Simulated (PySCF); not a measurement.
C3H9Ga, SMILES [GaH2][CH](C)C. Coordinates come from a B3LYP-D3(BJ)/def2-SVP optimisation. The structure was generated by enumeration; whether it is a known compound was not checked.

Computed equilibrium geometry at B3LYP-D3(BJ)/def2-SVP (PySCF confirms it by a frequency run) as bond lengths and angles, and its point group:
point group Cs.
Atoms: Ga1 H2 H3 C4 C5 C6 H7 H8 H9 H10 H11 H12 H13. Bonded distances (Å): Ga1–H2 1.582, Ga1–H3 1.582, Ga1–C4 2.000, C4–C5 1.534, C4–C6 1.534, C4–H7 1.110, C5–H8 1.105, C5–H9 1.104, C5–H10 1.102, C6–H11 1.102, C6–H12 1.105, C6–H13 1.104. Bond angles (°): H2–Ga1–H3 119.2, H2–Ga1–C4 120.4, H3–Ga1–C4 120.4, Ga1–C4–C5 112.9, Ga1–C4–C6 112.9, Ga1–C4–H7 102.5, C5–C4–C6 112.1, C5–C4–H7 107.8, C6–C4–H7 107.8, C4–C5–H8 111.3, C4–C5–H9 111.6, C4–C5–H10 112.2, H8–C5–H9 106.7, H8–C5–H10 107.5, H9–C5–H10 107.2, C4–C6–H11 112.2, C4–C6–H12 111.3, C4–C6–H13 111.6, H11–C6–H12 107.5, H11–C6–H13 107.2, H12–C6–H13 106.7.
